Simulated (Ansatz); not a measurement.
```yaml
crystal:
  periodic: [false, false, false]
  atoms:
    - {symbol: Si, position_ang: [-1.061176, -1.691300, 1.464259]}
    - {symbol: Si, position_ang: [-2.244440, 0.934471, -0.265802]}
    - {symbol: Si, position_ang: [1.558744, -0.610687, -1.775018]}
    - {symbol: Si, position_ang: [1.713063, -0.294209, 1.650356]}
    - {symbol: Si, position_ang: [0.826271, 2.369950, -0.724077]}
    - {symbol: Se, position_ang: [0.880449, -2.196689, -0.235173]}
    - {symbol: Se, position_ang: [-0.380458, 1.021209, 1.826159]}
    - {symbol: Se, position_ang: [-3.057965, -0.932982, 0.061120]}
    - {symbol: Se, position_ang: [2.915701, 1.227166, -0.456274]}
    - {symbol: Se, position_ang: [-0.385821, 0.711199, -2.097890]}
basis:
  gaussian: {orbitals: cc-pVTZ-DK}
hamiltonian: {xc: {name: B3LYP}, dispersion: d3bj}
scf: {omitted_lower_state_checks: [starts]}
```

```sh
$ ansatz run in.yaml --threads 6 --pin off --events-out ev --progress --plain --max-ram 7833MiB
```

It prints (some lines left out):

```
Functional definition: B3LYP
3475 factors; their error is unknown
mean field evaluation 1: about -370083.4567 eV, gradient 2.7e1 eV
mean field evaluation 2: about -370071.1511 eV, gradient 6.5e1 eV
mean field evaluation 4: about -370085.8569 eV, gradient 8.2e0 eV
mean field evaluation 8: about -370086.0811 eV, gradient 7.8e-2 eV
mean field evaluation 16: about -370087.4765 eV, gradient 5.1e-4 eV
mean field -370087.47651129 eV, -13600.4639074886 hartree, gradient 4.5e-5 eV, S^2 0.000000; 0 other end points of the search recorded, 0 dependent functions left out
reference -370087.47680015 eV, -13600.4639181039 hartree; 120, 120 occupied and 265, 265 virtual orbitals, 3475 factors
Total energy: -370090.02366450 eV, -13600.5575136424 hartree
Relativity: scalar
Checks for a lower state left out: starts
```

It took 59 s on 6 threads of Intel Xeon on a shared host, peak host memory 2.6 GiB.

DK, ANO-RCC and x2c sets are all-electron and run with scalar relativity unless a key says otherwise. B3LYP takes the VWN-RPA correlation.
